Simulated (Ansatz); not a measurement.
`B[CH](F)[GeH3]` + HCl → `B[CH](Cl)[GeH3]` + H–F  (substitution at a C–F bond)

Gas-phase electronic energies from Ansatz, PBE0-D4/def2-TZVP geometries. CCSD(T)/CBS adds triple-zeta CCSD(T) − MP2 to the extrapolated MP2 energy (def2 sets, frozen cores). This one scheme is used for every species. DFT in def2-TZVPP. For Ge outer-core shells are correlated without core-valence functions, which leaves a few kJ/mol of doubt a bond. Scalar relativity is left out up to krypton.

```csv
species,PBE energy (Eh)
`B[CH](F)[GeH3]`,-2242.91680
HCl,-460.62738
`B[CH](Cl)[GeH3]`,-2603.15883
H–F,-100.39340
```

Work out ΔE.

ΔE = (-2603.15883) + (-100.39340) − (-2242.91680) − (-460.62738) = -0.00805 Eh = -21.1 kJ/mol. CCSD(T)/CBS gives -43.2 kJ/mol.

Largest T1 diagnostic among the species: 0.012.

The D4 term adds −7.1 kJ/mol with B3LYP and −3.8 kJ/mol with PBE0; it sums over pairs of atoms, weighted by their polarisabilities, and B3LYP, whose exchange is more repulsive, gets the larger term. From PBE to PBE0 (25 % exact exchange), in def2-TZVPP and without D4, ΔE moves by −6.2 kJ/mol. In def2-TZVPP, CCSD(T) changes the Hartree–Fock value by −8.6 kJ/mol (the triples alone add −1.4 kJ/mol) and MP2 by −21.3 kJ/mol.

B3LYP here is the variant with VWN-RPA as its local correlation; programs differ in this.
